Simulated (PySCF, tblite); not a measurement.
Isomers of C5H10OP2. Computed with GFN2-xTB (tblite): harmonic, unscaled wavenumbers at the GFN2-xTB geometry, gas phase. The method is semi-empirical: single wavenumbers can be off by several per cent or more. Modes of hydrogen on phosphorus can be 10 to 20 % off. One conformer each.

Electronic energies: PBE0/pcSseg-1 single points on the GFN2-xTB geometries (PySCF, gas phase).

| SMILES | electronic energy, lowest = 0 (kJ/mol) |
| --- | --- |
| O=C1CCP(P)CC1 | 16.4 |
| CC1=CC[P@@](=O)(P)C1 | 0.0 |
| COC(C)=C=PCP | 272.8 |

Question: How do GFN2-xTB zero-point energies change the relative energies?

Answer: 
| SMILES | ZPE (kJ/mol) | of it from modes above 1550 cm⁻¹ | electronic (kJ/mol) | with ZPE, lowest = 0 (kJ/mol) | lowest mode (cm⁻¹) | rings |
| --- | --- | --- | --- | --- | --- | --- |
| CC1=CC[P@@](=O)(P)C1 | 356.7 | 180.8 | 0.0 | 0.0 | 46 | 1 |
| O=C1CCP(P)CC1 | 362.5 | 179.3 | 16.4 | 22.2 | 64 | 1 |
| COC(C)=C=PCP | 351.8 | 180.7 | 272.8 | 267.9 | 14 | 0 |

The zero-point energies span 10.7 kJ/mol, from `COC(C)=C=PCP` to `O=C1CCP(P)CC1`. The order is unchanged.

Question: And how do the electronic energies of GFN2-xTB itself compare?

Answer: `CC1=CC[P@@](=O)(P)C1` 0.0; `O=C1CCP(P)CC1` 95.0; `COC(C)=C=PCP` 353.3 kJ/mol, lowest = 0. Against the energies above, taken from the same isomer `CC1=CC[P@@](=O)(P)C1`, the largest difference is 80.5 kJ/mol.
